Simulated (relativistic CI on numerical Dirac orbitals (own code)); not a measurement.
**Ag VI: calculation against measurement**

Method of calculation: Dirac-Coulomb-Breit CI, orbitals from a KLI potential per configuration, model QED, valence Slater integrals scaled by 0.85, P86 correlation energy added to each configuration (own radial code, finite nucleus).

CI space (outside the closed core [Ar] 3d10): 4s2.4p6.4d6, 4s2.4p6.4d5.5s, 4s2.4p6.4d5.4f, 4s2.4p6.4d5.5p, 4s2.4p5.4d7, 4s2.4p6.4d5.5d, 4s2.4p6.4d4.5s2, 4s2.4p6.4d5.6s, 4s2.4p4.4d8, 4s2.4p6.4d5.6p, 4s2.4p6.4d4.5s.5p, 4s.4p6.4d7, 4s2.4p6.4d5.6d, 4s2.4p6.4d5.5g. Levels of other configurations are missing.

| Configuration | Term (tabulated) | J | Measured (cm⁻¹) | Computed | Error | Purity (%) |
| --- | --- | --- | --- | --- | --- | --- |
| 4s2.4p6.4d6 | 5D | 4 | 0.0 | 0 | 0 | 96 |
| 4s2.4p6.4d6 | 5D | 3 | 2692.5 | 2638 | -54 | 98 |
| 4s2.4p6.4d6 | 5D | 2 | 3953.0 | 3756 | -197 | 93 |
| 4s2.4p6.4d6 | 5D | 1 | 4941.0 | 4705 | -236 | 94 |
| 4s2.4p6.4d6 | 5D | 0 | 5380.0 | 5101 | -279 | 94 |
| 4s2.4p6.4d6 | 3P | 2 | 21041.5 | 18633 | -2409 | 89 |
| 4s2.4p6.4d6 | 3H | 6 | 21512.5 | 21958 | 446 | 95 |
| 4s2.4p6.4d6 | 3H | 5 | 21812.0 | 22103 | 291 | 68 |
| 4s2.4p6.4d6 | 3F | 3 | 24441.0 | 23271 | -1170 | 79 |
| 4s2.4p6.4d6 | 3H | 4 | 25144.5 | 24676 | -469 | 61 |
| 4s2.4p6.4d6 | 3F | 2 | 25306.5 | 23980 | -1326 | 92 |
| 4s2.4p6.4d6 | 3G | 5 | 27958.5 | 27886 | -73 | 68 |
| 4s2.4p6.4d6 | 3P | 1 | 28232.0 | 25882 | -2350 | 88 |
| 4s2.4p6.4d6 | 3G | 4 | 29659.5 | 29140 | -520 | 78 |
| 4s2.4p6.4d6 | 3G | 3 | 30361.0 | 29840 | -521 | 79 |
| 4s2.4p6.4d6 | 3D | 2 | 32650.5 | 31324 | -1326 | 82 |
| 4s2.4p6.4d6 | 3D † | 3 | 33509.0 | 32508 | -1001 | 94 |
| 4s2.4p6.4d6 | 3D † | 1 | 33558.0 | 32277 | -1281 | 92 |
| 4s2.4p6.4d6 | 1I | 6 | 34194.5 | 34693 | 498 | 95 |
| 4s2.4p6.4d6 | 1G | 4 | 37481.0 | 35794 | -1687 | 79 |
| 4s2.4p6.4d6 | 1D | 2 | 41372.0 | 39219 | -2153 | 78 |
| 4s2.4p6.4d6 | 1F | 3 | 44724.5 | 43499 | -1225 | 82 |
| 4s2.4p6.4d6 | 3P | 1 | 51664.5 | 49191 | -2473 | 98 |
| 4s2.4p6.4d6 | 3F | 2 | 54223.0 | 51962 | -2261 | 97 |
| 4s2.4p6.4d6 | 3F | 3 | 55982.0 | 53906 | -2076 | 81 |
| 4s2.4p6.4d6 | 3P | 2 | 56519.0 | 54102 | -2417 | 95 |
| 4s2.4p6.4d6 | 1G | 4 | 61726.0 | 59792 | -1934 | 93 |
| 4s2.4p6.4d5.5p | 7P° | 3 | 245839.5 | 253884 | 8044 | 86 |
| 4s2.4p6.4d5.5p | 5P° | 3 | 258553.0 | 266812 | 8259 | 85 |
| 4s2.4p6.4d5.5p | 5P° | 2 | 259764.5 | 268002 | 8237 | 91 |
| 4s2.4p6.4d5.5p | 5P° | 1 | 260687.0 | 268891 | 8204 | 97 |
| 4s2.4p6.4d5.5p | 5F° | 5 | 277685.5 | 285214 | 7528 | 70 |
| 4s2.4p6.4d5.5p | 5H° | 6 | 282545.5 | 289851 | 7306 | 56 |
| 4s2.4p6.4d5.5p | 3H° | 6 | 285564.5 | 293183 | 7618 | 72 |
| 4s2.4p6.4d5.5p | 3H° | 5 | 285968.0 | 293720 | 7752 | 76 |
| 4s2.4p6.4d5.5p | 3K° | 6 | 289143.0 | 296172 | 7029 | 58 |

Measured levels from measured levels as listed in Gamrath, thesis, University of Mons (2023); pairs were made by configuration, J and term (by order where the table uses no LS term), so strongly mixed levels may be paired wrongly.

Mean error by configuration (cm⁻¹): 4s2.4p6.4d6 -1080; 4s2.4p6.4d5.5p 7775. Over the excited levels the mean absolute error is 2981 cm⁻¹ (35 of the 69 excited levels that our extract of the source holds in range could be paired, and the others can miss by more), and the median relative error of those above 1,000 cm⁻¹ is 3.2 %. Some levels of the ground configuration have no partner. † marks terms whose computed intervals miss the measured ones by more than a factor of 2.5, or configurations far off the rest, from wrong mixing, a near crossing or a doubtful label or measurement; they are left out of the means.
